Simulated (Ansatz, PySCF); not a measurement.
Process, species as SMILES: C[Si](O)(O)O [trihydroxy(methyl)silane] -> O[Si](O)O + [CH3] (CH3) (the C-Si bond at the site shown breaks; other sites are not compared here)
Structures are relaxed separately at B3LYP-D3(BJ)/def2-TZVP in Ansatz (a quantum-chemistry and plane-wave program), one conformer each, not searched for the lowest. Frequencies are from Ansatz or PySCF.

Quantity: bond dissociation energy (enthalpy at 298 K, with B3LYP-D3(BJ) rigid-rotor harmonic-oscillator terms), in kcal/mol. Valence correlation only, unless marked. Open shells are spin-unrestricted. No spin-orbit coupling. No relativistic terms. CBS marks a two-point X^-3 extrapolation of the correlation energy; Hartree-Fock from the larger set. [CCSD(T)-MP2]/basis is that difference in the basis named.

Level to compare with: RI-MP2/CBS(aug-cc-pV(T+d)Z,aug-cc-pV(Q+d)Z)+[CCSD(T)-MP2]/aug-cc-pV(T+d)Z (Ansatz), 98.3 kcal/mol. It is a level with limits of its own, and the differences hold the functionals' basis error too.

Rank these functionals by how close they come to RI-MP2/CBS(aug-cc-pV(T+d)Z,aug-cc-pV(Q+d)Z)+[CCSD(T)-MP2]/aug-cc-pV(T+d)Z, closest first: revPBE/def2-TZVPD (Ansatz); SVWN5/def2-TZVPD (Ansatz); B97M-V/def2-TZVPD (Ansatz); wB97M-V/def2-TZVPD (Ansatz).

wB97M-V/def2-TZVPD (range-separated hybrid meta-GGA with VV10, 99.0 kcal/mol, difference 0.7), B97M-V/def2-TZVPD (meta-GGA with VV10, 96.0 kcal/mol, difference -2.3), SVWN5/def2-TZVPD (LDA, 106.8 kcal/mol, difference 8.5), revPBE/def2-TZVPD (GGA, 84.6 kcal/mol, difference -13.7)
